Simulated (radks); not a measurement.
Values are calculated unless marked as measured or tabulated.
Problem. Valence configurations of neutral manganese (all share [Ar]). Code: a radial shooting solver on a logarithmic mesh with Libxc functionals. Model: non-relativistic Kohn-Sham, BLYP, spin-polarised, spherical densities, point nucleus; open shells are filled with parallel spins first. Order these by energy: 3d5 4s0.5 4p1.5; 3d5 4s2; 3d6 4p1; 3d5.5 4s1.5; 3d5 4s1.5 4p0.5; 3d5 4s1 4p1; 3d6 4s1; 3d7; 3d4 4s2 4p1.

Solution. From the lowest, in eV above it: 3d5 4s2 0.000; 3d5.5 4s1.5 0.427; 3d6 4s1 1.237; 3d5 4s1.5 4p0.5 1.422; 3d5 4s1 4p1 2.654; 3d7 4.506; 3d6 4p1 4.672; 3d5 4s0.5 4p1.5 4.719; 3d4 4s2 4p1 9.183. NIST lists [Ar] 3d5 4s2 as the ground configuration; this level of theory agrees among the configurations tried. The energies are those of spherical high-spin densities, not of single terms.
